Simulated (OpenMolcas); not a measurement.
## What dynamic correlation does to the levels of Rh⁺

| Quantity | Value |
| --- | --- |
| Program | OpenMolcas |
| Basis | ANO-RCC-VDZP [6s5p3d1f] |
| Scalar Hamiltonian | DKH2, point nucleus |
| Active space | 8 electrons in 5 orbitals (4d) |
| State averaging | 2S+1 = 3 even, 10 roots; 2S+1 = 1 even, 15 roots |
| Spin-orbit coupling | state interaction with AMFI integrals over the reference wave functions, term energies averaged over their components |

Methods on the same reference wave functions:
A. CASSCF
B. SS-CASPT2, IPEA 0.25 Eh, imaginary shift 0.1 Eh (closed shells correlated: 4s 4p)

Energies in cm-1 above 4d8 3F4, the measured ground level; measured values from NIST Handbook of Basic Atomic Spectroscopic Data.

| Level | A | B | Measured |
| --- | --- | --- | --- |
| 4d8 3F4 | 0.0 | 0.0 | 0.0 |
| 4d8 3F3 | 2415 | 2420 | 2401 |
| 4d8 3F2 | 3783 | 3630 | 3581 |
| 4d8 1D2 [59 %] | 11646 | 9450 | 11644 |
| 4d8 3P1 | 14943 | 13050 | 10515 |
| 4d8 3P2 [62 %] | 15071 | 12990 |  |
| 4d8 3P0 | 15233 | 13280 | 10761 |
| 4d8 1G4 | 18464 | 16660 | 14855 |
| 4d8 1S0 | 43359 | 36720 |  |

Deviations, from unrounded energies. A percentage is the sum of absolute deviations over the sum of measured energies, with the sign that they share, or ± where signs differ.

```csv
Against measurement,Levels,A,B
mean absolute deviation (cm-1),6,2100,1500
fine structure of the ground term (%),2,+3.6,+1.2
other terms of the ground configuration (%),4,+26.2,±19.0
```

B lies closest to measurement on these levels. The largest miss of B in the table is 4d8 3P1, by +2500 cm-1. The ranking rests on the paired levels alone, and a cruder setting can come out closer through cancelling errors.

From A to B the spin-free energies of the other terms of 4d8 shown, above 3F, scale by factors of 0.76 to 0.89, as is usual when dynamic correlation screens the repulsion within a d or f shell.

The lowest spin-free term lies below A's lowest term by 0.381 hartree in B.

CASPT2 breaks the degeneracy within a term, and the mean is taken; among the terms shown or strongly mixed into the levels shown the widest spread is 720 cm-1 (4d8 3F, B). Configurations with an s electron lie low at this charge and mix in, so terms can be misplaced. Without dynamic correlation excited terms often stand tens of per cent too high (terms of higher spin than the ground term too low), and those without a measured partner can miss by more than the paired ones (holds for A). Some levels mix across a computed gap that differs much from the measured one, so their mixing is not that of the real levels (holds for B). Some terms miss by over 15 % even with CASPT2, which points to a basis or an active space too small for the shells correlated (holds for B). Measured partners are found by configuration, term and J. A level has none where our copy of the source lacks it or the pairing is in doubt (some pairs that miss far off the trend of their configuration count as doubtful), and it then counts in no deviation. Levels of configurations outside the active space are missing.

A share in square brackets marks a mixed level and gives the weight of the term that names it, the lowest over the columns.
